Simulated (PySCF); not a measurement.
Structure problem from calculated spectra and properties.

Formula: C4H10FN3Si2.

* NMR, other nuclei: isotropic shieldings of nuclei other than C and H, by class: -43 (1 N), 102 (1 N), 261 (1 N), 335 (1 F), 400 (1 Si), 408 (1 Si) ppm [GIAO PBE0/pcSseg-1]
* 1H NMR: chemical shifts (computed TMS as zero) by class: 6.78 (1 H), 6.73 (1 H), 5.34 (2 H), 5.14 (2 H), 2.73 (3 H), -0.38 (1 H) ppm [GIAO PBE0/pcSseg-1]
* Rotational structure: rotational constants A, B, C: 2.328, 0.487, 0.456 GHz [GFN2-xTB]
* 13C NMR: chemical shifts (computed TMS as zero) by class: 161.5 (1 C), 134.7 (1 C), 113.9 (1 C), 35.2 (1 C) ppm [GIAO PBE0/pcSseg-1]
* Dipole: 4.99 D [PBE0/pcSseg-1]

Gas-phase values; electronic properties from PySCF, density fitting. Levels stand in brackets. Geometry: GFN2-xTB, one conformer, isolated molecule. NMR values are class means; diastereotopic atoms form classes of their own.

Problem. What is the compound? Reason from the data.

Solution. Numbering: `[CH3:1][NH:2][SiH2:3][SiH2:4][n:5]1[cH:6][n:7][cH:8][c:9]1[F:10]`. Its formula, C4H10FN3Si2, gives 3 degrees of unsaturation: 1 ring and 2 π bonds in the structure found (Kekulé form). 4 carbons fall into 4 classes; from least to most shielded: aromatic C–F carbon [C9] (161.5 ppm), aromatic CH next to a ring nitrogen [C6] (134.7 ppm), aromatic CH next to a ring nitrogen [C8] (113.9 ppm), N-methyl carbon [C1] (35.2 ppm). Hydrogen classes from least to most shielded: 1 H on an aromatic CH next to a ring nitrogen, C8 (6.78 ppm), 1 H on an aromatic CH next to a ring nitrogen, C6 (6.73 ppm), 2 H on an SiH2 silicon, Si4 (5.34 ppm), 2 H on an SiH2 silicon, Si3 (5.14 ppm), 3 H on an N-methyl carbon, C1 (2.73 ppm, a mean of values up to 0.8 ppm apart in this geometry), 1 H on a silicon-bound nitrogen, N2 (-0.38 ppm). The other shieldings belong to: -43 ppm, pyridine-type nitrogen [N7]; 102 ppm, pyrrole-type nitrogen [N5]; 261 ppm, silicon-bound nitrogen [N2]; 335 ppm, aryl fluorine [F10]; 400 ppm, SiH2 silicon [Si3]; 408 ppm, SiH2 silicon [Si4]. The optimised geometry has point group C1 and is an asymmetric top. Structure: `CN[SiH2][SiH2]N1C=NC=C1F`. Computed isomers that give other values at the same levels: `C[SiH2]N[SiH2]n1cncc1F` (13C chemical shifts (computed TMS as zero) by class: 160.3 (1 C), 134.6 (1 C), 114.4 (1 C), -4.3 (1 C) ppm). The assignments are read from this structure; whether some other isomer fits the data as well wasn't checked.

Shape of the structure used: `[CH3:1][NH:2][SiH2:3][SiH2:4][n:5]1[cH:6][n:7][cH:8][c:9]1[F:10]`: C1–N2–Si3–Si4 58°, N2–Si3–Si4–N5 175°, Si3–Si4–N5–C6 -114°.
